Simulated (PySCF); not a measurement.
**Optical rotation: SMILES C[NH2+][C@@H]1C[C@H]1[SiH3], [C$_{4}$H$_{12}$NSi]+, charge +1**

Geometry:
```
atom   x (Å)   y (Å)   z (Å)
  C1  -2.261   0.553   0.307
  N2  -1.446  -0.679   0.278
  C3  -0.170  -0.502  -0.451
  C4   0.960  -1.422  -0.119
  C5   1.011   0.019   0.307
 Si6   2.228   1.256  -0.507
  H7  -2.542   0.834  -0.706
  H8  -3.164   0.401   0.894
  H9  -1.680   1.362   0.745
 H10  -1.988  -1.441  -0.149
 H11  -1.220  -0.960   1.241
 H12  -0.334  -0.200  -1.476
 H13   1.596  -1.747  -0.927
 H14   0.802  -2.188   0.627
 H15   0.835   0.185   1.363
 H16   1.616   2.564  -0.277
 H17   3.510   1.071   0.156
 H18   2.238   0.903  -1.925
```

Total charge +1.

The calculation used TDDFT LC-wPBE/def2-SVPD circular dichroism and optical rotation, one conformer, gas phase (PySCF 2.14.0). Geometry: GFN2-xTB.

The molecule is flexible and this is one conformer; a measurement averages over conformers. Singlets 11 and 12 lie within 0.01 eV of each other, so their separate moments and overlaps can depend on how they mix.

Stereocentres: C3 R, C5 R.

Task: Give the optical rotatory dispersion at 633, 589.3, 546, 436, 405, 365, 355 nm.

Result: [α] in deg dm⁻¹ (g/mL)⁻¹:
| λ (nm) | origin-invariant length gauge | modified velocity gauge | length gauge (centre of mass) | isotropic polarisability (au) |
| --- | --- | --- | --- | --- |
| 633 | -22.6 | -26.5 | -22.6 | 75.1 |
| 589.3 | -26.7 | -31.3 | -26.7 | 75.4 |
| 546 | -32.0 | -37.4 | -31.9 | 75.6 |
| 436 | -56.3 | -65.1 | -56.1 | 76.8 |
| 405 | -68.6 | -79.0 | -68.4 | 77.3 |
| 365 | -91.9 | -105.2 | -91.7 | 78.2 |
| 355 | -99.7 | -113.9 | -99.4 | 78.5 |

Task: And for the mirror image at 589.3 nm?

Result: +26.7 deg dm⁻¹ (g/mL)⁻¹ (origin-invariant length gauge): the same size and the opposite sign.

Task: What is the molar rotation [Φ] = [α]·M/100 of the geometry above at 589.3 nm?

Result: With M = 102.23 g/mol, -27.3 deg cm² dmol⁻¹ (origin-invariant length gauge).

The first excitation lies at 8.66 eV (143 nm) with R = -2.8 × 10⁻⁴⁰ esu² cm² (velocity form).
